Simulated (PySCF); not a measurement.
# How methods differ on the ionisation energy of N⁺

N⁺ [He] 2s2 2p2 (3P) → N²⁺ [He] 2s2 2p1 (2P), as a difference of total energies. All numbers are calculated (PySCF 2.14, no relativity, point nucleus, in cc-pVDZ). Correlated levels: valence: 1s2 frozen. The calculations carry no spin-orbit coupling.

| method | ionisation energy (eV) | difference from reference (eV) |
| --- | --- | --- |
| UHF | 29.247 | -0.354 |
| LDA | 30.116 | +0.515 |
| PBE | 29.987 | +0.386 |
| MP2 (valence) | 29.469 | -0.132 |
| SCS-MP2 (valence) | 29.364 | -0.237 |
| CCSD (valence) | 29.287 | -0.314 |
| CCSD(T) (valence) | 29.292 | -0.309 |

Reference: 29.601 eV (semi-empirical (NIST evaluation); NIST Atomic Spectra Database, ionization energies).

Errors of the correlated levels include the incompleteness of this basis and the frozen core.
